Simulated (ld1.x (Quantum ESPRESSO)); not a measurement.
## Mo (Z = 42): one change to a TM potential, before and after

```json
{"Element": "Mo", "Generator": "ld1.x (Quantum ESPRESSO) 7.5", "Type": "norm-conserving Troullier–Martins (Kleinman–Bylander form)", "Functional": "LDA (PZ)", "Relativity": "scalar-relativistic", "Frozen core": "[Ar] 3d10", "Valence charge": "14", "Reference configuration": "4s2 4p6 4d4 5s0 5p0 (charge +2)", "Partial waves": "4p (bound): rc 1.15 bohr; 4d (bound): rc 2.10 bohr; 4s (bound): rc 1.70 bohr", "Local potential": "the s channel", "Core correction": "none"}
```

Change: reference 4s2 4p6 4d5 5s1 5p0.

Cutoffs: the cutoffs (Ry, on a coarse ladder) from which the occupation-weighted sum of valence levels, in a spherical-Bessel basis at the reference potential, stays within 10 and 1 mRy of its value at 400 Ry; they do not see the model core or the augmentation charge, which bear on the density cutoff. Errors are all-electron minus pseudo energies relative to the spin-unpolarised reference configuration.

Problem. What does the change do?

Solution. The potential gets neither clearly harder nor softer (90 Ry and 140 Ry → 90 Ry and 140 Ry); the miss of the reference levels goes from 0.00 to 0.88 eV; the range in which the s phases agree widens (upper end -2.6 → -1.3); the range in which the p phases agree widens (upper end -1.2 → 0.1); neither file shows a bound ghost at the reference potential, the only one tested.

| quantity | base | changed |
| --- | --- | --- |
| cutoff, loose | 90 Ry | 90 Ry |
| cutoff, tight | 140 Ry | 140 Ry |
| loose cutoff by channel (10 mRy a level) | p 55 Ry, d 30 Ry, s 30 Ry | p 50 Ry, d 30 Ry, s 30 Ry |
| bound ghosts | none | none |
| largest miss of a reference level, eV | 0.00 | 0.88 |
| largest error over its own tests, meV | +2028 | -2249 |
| s: phases at 2.30 bohr within 0.05 rad from the reference energy up to (Ry; the scan ends near 5) | -2.6 | -1.3 |
| p: phases at 2.30 bohr within 0.05 rad from the reference energy up to (Ry; the scan ends near 5) | -1.2 | 0.1 |
| d: phases at 2.30 bohr within 0.05 rad from the reference energy up to (Ry; the scan ends near 5) | 0.4 | 1.6 |

Changed file: These tests converged, but a pseudo level misses the all-electron one widely, so the file describes the atom poorly there or has found another state: 4s2 4p6 4d4 5s0 5p0: empty 5s by 2.1 eV; 4s2 4p6 4d3 5s0 5p0: empty 5s by 2.8 eV. The 5s level has no wave, so the channel is fitted at the deeper level alone: the likely source of the large errors.
